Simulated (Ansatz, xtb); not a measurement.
C2H4Ga: which of two isomers lies lower

Structure I: `C[CH][Ga]`, a doublet. Structure II: `C=[CH][GaH]`, a doublet. Both are isolated molecules in the gas phase, relaxed with PBE0-D3(BJ)/def2-SVP; the shapes shown needn't be the lowest conformers.

I (Å):

```xyz
7

C    -1.8927   -0.9521    2.1813
C    -0.5689   -0.6489    1.5635
Ga    1.2283   -0.7054    2.4720
H    -2.4064   -1.7799    1.6552
H    -2.5818   -0.0885    2.1094
H    -1.8294   -1.2315    3.2463
H    -0.6450   -0.3708    0.4967
```

II (Å):

```xyz
7

C    -0.5281    0.6216    0.3474
C    -1.2666   -0.1016   -0.5061
Ga    1.3613    0.2009    0.7351
H     2.1936    1.0985    1.7637
H    -1.0066    1.4791    0.8432
H    -0.8558   -0.9696   -1.0361
H    -2.3172    0.1329   -0.7210
```

Quicker runs give these differences E(II) − E(I): GFN2-xTB +7.40 kcal/mol; HF/STO-3G +33.86 kcal/mol (at GFN2-xTB geometries); r2SCAN-D4/def2-SVP +14.31 kcal/mol (at GFN2-xTB geometries).

Question: Estimate E(II) − E(I) at the level CCSD(T)/def2-SVP + ΔMP2/def2-TZVPP.

Answer: Too close to call at this level: CCSD(T)/def2-SVP + ΔMP2/def2-TZVPP gives E(II) − E(I) = +0.94 kcal/mol.

The same difference at several levels:

```
                             level              geometry  E(II) − E(I) (kcal/mol)  departure from the last row (kcal/mol)  job, with rough time for the two
                          GFN2-xTB              GFN2-xTB                     +7.40                                   +6.45              optimisation, 0.15 s
                         HF/STO-3G              GFN2-xTB                    +33.86                                  +32.91               single point, 5.1 s
                r2SCAN-D4/def2-SVP              GFN2-xTB                    +14.31                                  +13.37               single point, 4.5 s
              PBE0-D3(BJ)/def2-SVP  PBE0-D3(BJ)/def2-SVP                     +5.54                                   +4.60                optimisation, 50 s
                       HF/def2-SVP  PBE0-D3(BJ)/def2-SVP                     +5.71                                   +4.77           part of the CCSD(T) run
                      MP2/def2-SVP  PBE0-D3(BJ)/def2-SVP                     +0.34                                   −0.60           part of the CCSD(T) run
                  CCSD(T)/def2-SVP  PBE0-D3(BJ)/def2-SVP                     +2.02                                   +1.08                      single point
CCSD(T)/def2-SVP + ΔMP2/def2-TZVPP  PBE0-D3(BJ)/def2-SVP                     +0.94                                                        single point, 42 s
```

As drawn, II has 1 C=C, 1 Ga–H in place of 1 C–C, 1 C–H.

The largest departure from CCSD(T)/def2-SVP + ΔMP2/def2-TZVPP is that of HF/STO-3G, 32.91 kcal/mol. The last row adds to CCSD(T) the change of the MP2 difference between the two basis sets, here −1.08 kcal/mol.

With harmonic frequencies from PBE0-D3(BJ)/def2-SVP (ideal gas, rigid rotor, one conformer each, 298.15 K, 1 atm): the zero-point term adds −1.97 kcal/mol; ΔH is −1.01 and ΔG −0.83 kcal/mol.

Open shells are spin-unrestricted, with notable spin contamination under HF/STO-3G. The correlated steps freeze 11 core orbitals; the filled d shell of Ga is correlated, in a basis made for valence electrons. Codes used: Ansatz 0.2.0, xtb 6.7.1; the last row on 1 thread of Intel(R) Xeon(R) 6975P-C (Granite Rapids) on a shared host.
